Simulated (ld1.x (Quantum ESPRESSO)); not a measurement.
# Building the TM potential for zirconium (Wu–Cohen, scalar-relativistic).

zirconium, norm-conserving Troullier–Martins (Kleinman–Bylander form), made with ld1.x (Quantum ESPRESSO) 7.5 (Wu–Cohen, scalar-relativistic). Core [Kr], reference 4d2 5s1 5p0 (charge +1). Waves: 5s (bound): rc 2.35 bohr; 5p (bound, empty): rc 4.00 bohr; 4d (bound): rc 2.70 bohr. Local part: the d channel. Core correction: none.

All-electron outer shells of the reference configuration (Wu–Cohen, scalar-relativistic, ld1.x):

```
shell  level (eV)  outermost node (bohr)  outermost maximum (bohr)
   4p      -39.13                   0.56                      1.17
   4d      -10.00                   0.58                      1.59
   5s       -9.97                   1.46                      3.00
   5p       -6.22                   1.68                      3.66
```

Calculated quality:

| Property | Result |
| --- | --- |
| Cutoffs needed | 21 Ry and 30 Ry (the cutoffs (Ry, on a coarse ladder) from which the occupation-weighted sum of valence levels, in a spherical-Bessel basis at the reference potential, stays within 10 and 1 mRy of its value at 400 Ry) |
| Ghost test | ghost states, extra bound levels that the all-electron valence spectrum of the same l lacks: s at -38.1 eV, p at -11.6 eV; a true bound ghost makes a file unfit for plane-wave use (spherical-Bessel basis up to 400 Ry, 20 bohr box) |
| Largest excitation error | +139 meV (all-electron minus pseudo) for 4d1 5s0 5p0, out of 7 test configurations |

Generation and tests took about 2.5 s on one core of a shared server CPU.
